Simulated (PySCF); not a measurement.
Si(F)(Me)(NH2)2 (CH7FN2Si), SMILES C[Si](N)(N)F.

Geometry: PBE-D3(BJ)/def2-SVP. The structure was generated by enumeration, and PubChem lists no compound with its InChIKey, so it may never have been made. The values are those of a single conformer.

All values below come from TDDFT-PBE/def2-SVPD (PySCF).

Vertical excitations. 

| state | energy (eV) | λ (nm) | f | main pairs |
|---|---|---|---|---|
| S1 | 5.75 | 216 | 0.043 | HOMO→LUMO 99 % |
| S2 | 6.01 | 206 | 0.031 | HOMO−1→LUMO 99 % |
| S3 | 6.76 | 183 | 0.015 | HOMO→LUMO+1 98 % |
| S4 | 7.01 | 177 | 0.007 | HOMO−1→LUMO+1 84 %, HOMO→LUMO+2 13 % |
| S5 | 7.04 | 176 | 0.005 | HOMO→LUMO+2 85 %, HOMO−1→LUMO+1 13 % |
| S6 | 7.28 | 170 | 0.013 | HOMO−1→LUMO+2 96 % |
| S7 | 7.54 | 165 | 0.009 | HOMO→LUMO+3 81 %, HOMO−2→LUMO 14 % |
| S8 | 7.57 | 164 | 0.036 | HOMO−2→LUMO 85 % |
| S9 | 7.71 | 161 | 0.008 | HOMO→LUMO+4 99 % |
| S10 | 7.82 | 158 | 0.003 | HOMO→LUMO+5 99 % |
| T1 | 5.55 | 223 | 0 | HOMO→LUMO 99 % |
| T2 | 5.83 | 213 | 0 | HOMO−1→LUMO 99 % |
| T3 | 6.53 | 190 | 0 | HOMO→LUMO+1 98 % |
| T4 | 6.81 | 182 | 0 | HOMO−1→LUMO+1 90 % |
Triplets are in the Tamm–Dancoff approximation, which puts them higher than full response would, so one can lie above its singlet here.
